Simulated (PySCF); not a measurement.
Vertical excitations of a molecule C7H5NO2S from PySCF with TDDFT-PBE/def2-SVP, as energy in eV (oscillator strength): 3.59 (0.000), 3.81 (0.000), 3.99 (0.003), 4.13 (0.000), 4.31 (0.000), 4.38 (0.007), 4.65 (0.081), 5.28 (0.006), 5.35 (0.199), 5.54 (0.106). Lowest triplet (TDA): 3.23 eV. Coordinates come from a TPSSh-D3(BJ)/def2-SVP optimisation. A frequency run showed that this geometry is not a minimum. Other conformers were not sampled.

**Question.** Which structure fits?
A) CN1C(=O)c2cscc2C1=O
B) C#Cc1ncsc1C(=O)OC
C) COC(=O)c1csc(C#N)c1
D) COC(=O)c1ccc(C#N)s1

**Answer.** A, CN1C(=O)c2cscc2C1=O
